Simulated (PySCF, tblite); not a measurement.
Calculations on `Cc1nn([SiH3])cp1`, in the order of a workflow; each names the level of the geometry that it ran on. Settings lines and outputs come from a driver script.

Compound: C3H7N2PSi.
Numbering: `[CH3:1][c:2]1[n:3][n:4]([SiH3:5])[cH:6][p:7]1` (hydrogens: H8, H9, H10 on C1; H11, H12, H13 on Si5; H14 on C6)

Step 1: GFN2-xTB geometry optimisation, gas phase (tblite 0.8.0) (from a force-field or distance-geometry start)
```json
{"job": {"kind": "relax", "xc": "GFN2-xTB", "basis": "xTB"}, "charge": 0, "multiplicity": 1}
```
```
step      E/eV     max force
  0    -546.24067    4.314
  1    -546.60989    1.851
  2    -546.68252    1.109
...
 33    -546.80640    0.024
 34    -546.80648    0.031
 35    -546.80656    0.033
 36    -546.80661    0.019
 37    -546.80662    0.005
```

Energy lowered by 13.1 kcal/mol over 37 steps; largest atomic force 0.005 eV/Å at the end. «max force» is the largest atomic force in eV/Å.

The run took 0.69 s wall on Intel Xeon at 2.50 GHz, one thread, shared host with 64 logical CPUs at a one-minute load of 6.4.

Step 2: GFN2-xTB harmonic vibrations, gas phase (tblite 0.8.0) (on the GFN2-xTB geometry)
```json
{"job": {"kind": "ir", "xc": "GFN2-xTB", "basis": "xTB"}, "charge": 0, "multiplicity": 1}
```
```
(table of modes left out)
```

36 modes from 35 to 3120 cm⁻¹ (unscaled, harmonic); zero-point energy 59.4 kcal/mol; all wavenumbers are real at this level.

Hardware: Intel Xeon at 2.50 GHz, one thread, on a shared host. Cost: 1.4 s of wall time.

Step 3: TDDFT B3LYP/def2-SVPD, vertical, gas phase, core orbitals frozen in the response (PySCF 2.14.0, density-fitted response routines) (on the GFN2-xTB geometry)
```json
{"job": {"kind": "uv", "xc": "B3LYP", "basis": "def2-SVPD", "nstates": 8, "ntriplets": 3}, "charge": 0, "multiplicity": 1}
```
```
...
Static polarisability (au): isotropic 99.871, principal 70.744 101.919 126.949
Singlet excitations
state   eV       nm        f      main configurations
  1   5.3509    231.7   0.00710   H-1->L 0.96
  2   5.3594    231.3   0.12469   H->L 0.75
  3   5.5950    221.6   0.00463   H->L+1 0.98
  4   5.8128    213.3   0.02096   H->L+2 0.58, H-2->L 0.24, H->L 0.14
  5   6.0700    204.3   0.00218   H-1->L+2 0.39, H->L+3 0.31, H->L+4 0.22
  6   6.1429    201.8   0.00475   H-1->L+2 0.56, H->L+3 0.22, H->L+4 0.16
  7   6.2381    198.8   0.07817   H-2->L 0.59, H->L+2 0.25
  8   6.3272    196.0   0.01128   H->L+4 0.52, H->L+3 0.43
Triplet excitations (Tamm-Dancoff, eV): 3.7132 4.7668 4.8875
```

HOMO -6.59 eV, LUMO -0.84 eV; lowest singlet 5.35 eV; lowest triplet 3.71 eV (Tamm–Dancoff); mean polarisability 99.9 au.

Time: 22 s of wall time; peak memory 0.85 GiB. Hardware: an Intel Xeon 6975P-C with one thread, no GPU, shared host.

Geometry of the electronic-property runs (GFN2-xTB):
```
atom  x, y, z in Å
C1     2.614   -0.360    0.137
C2     1.250    0.238    0.121
N3     0.202   -0.513   -0.056
N4    -0.927    0.197   -0.041
Si5   -2.380   -0.767   -0.275
C6    -0.754    1.521    0.150
P7     0.888    1.973    0.328
H8     3.227    0.080   -0.648
H9     2.543   -1.434   -0.019
H10    3.099   -0.164    1.092
H11   -2.251   -1.396   -1.585
H12   -2.417   -1.730    0.819
H13   -3.473    0.202   -0.216
H14   -1.623    2.153    0.172
```

 (This holds for the electronic-property runs.)
